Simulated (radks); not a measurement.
All-electron atom: I3+ in [Kr] 4d10 5s2 5p2 (the NIST ground configuration). All-electron calculation, Dirac Kohn-Sham, relativistic LDA (MacDonald-Vosko exchange, VWN5 correlation), spin-unpolarised, spherical densities, finite nucleus; open shells fill j = l - 1/2 first; Fermi nuclear charge, rms radius 4.75 fm. Program: a radial shooting solver on a logarithmic mesh with Libxc functionals.

Normalised radial functions P(r) = r R(r) (large component), r in bohr:

r           4d3/2    4d5/2    5s1/2
0.003372   0.0001   0.0001   0.0688
0.005112   0.0004   0.0003   0.0910
0.007812   0.0011   0.0009   0.1135
0.01194    0.0034   0.0028   0.1267
0.01824    0.0103   0.0090   0.1130
0.02787    0.0297   0.0270   0.0498
0.04259    0.0801   0.0749  -0.0695
0.06508    0.1929   0.1840  -0.1890
0.09865    0.3854   0.3735  -0.1681
0.1507     0.5944   0.5852   0.0844
0.2304     0.5570   0.5610   0.3049
0.352     -0.0042   0.0171   0.0256
0.5379    -0.8353  -0.8121  -0.4413
0.8219    -1.1407  -1.1366  -0.1309
1.256     -0.7279  -0.7394   0.6721
1.904     -0.2380  -0.2472   0.8241
2.909     -0.0315  -0.0338   0.3536
4.445     -0.0011  -0.0012   0.0478
6.793     0.0000  0.0000   0.0013

4d3/2: eigenvalue -83.112 eV, 1 radial node at r = 0.351 bohr, <r> = 0.911 bohr, 90 % of the charge inside 1.39 bohr. 4d5/2: eigenvalue -81.377 eV, 1 radial node at r = 0.355 bohr, <r> = 0.922 bohr, 90 % of the charge inside 1.40 bohr. 5s1/2: eigenvalue -46.502 eV, 4 radial nodes at r = 0.0339, 0.135, 0.359, 0.881 bohr, <r> = 1.83 bohr, 90 % of the charge inside 2.63 bohr.
